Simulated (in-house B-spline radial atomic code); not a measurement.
Neutral fluorine is squeezed into an impenetrable sphere of radius R (the orbitals vanish at R). Computed with a B-spline radial code for spherical atoms: non-relativistic PBE, spin-polarised, spherical fractional occupations, point nucleus.

Energies in eV above the free atom in [He] 2s2 2p5:

```
R (bohr)  highest level (eV)  [He] 2s2 2p5  [He] 2s1 2p6  -dE/dV in [He] 2s2 2p5 (GPa)
    8.54               -10.2     0.0001599         18.61                      0.000341
    6.01               -10.2       0.01576         18.63                        0.0684
    4.95               -9.99        0.1098         18.74                         0.711
    4.42                -9.7         0.294         18.95                          2.43
    3.79               -8.89         0.976         19.72                          11.3
    2.96               -5.55         5.192         24.38                           107
     2.8               -4.23         7.294         26.66                           172
    2.28                3.65         23.24         43.56                           891
    1.65                  32         109.1         130.8                          9030
    1.38                61.7         227.1         247.4                         29000
```

Q: Does [He] 2s1 2p6 fall below [He] 2s2 2p5 under compression?

A: No, it stays above over the whole range.

The highest level is first positive in the row R = 2.28 bohr, pushed up by confinement above the zero of the free ion's potential. Each configuration is held fixed and needn't be the lowest in the sphere.
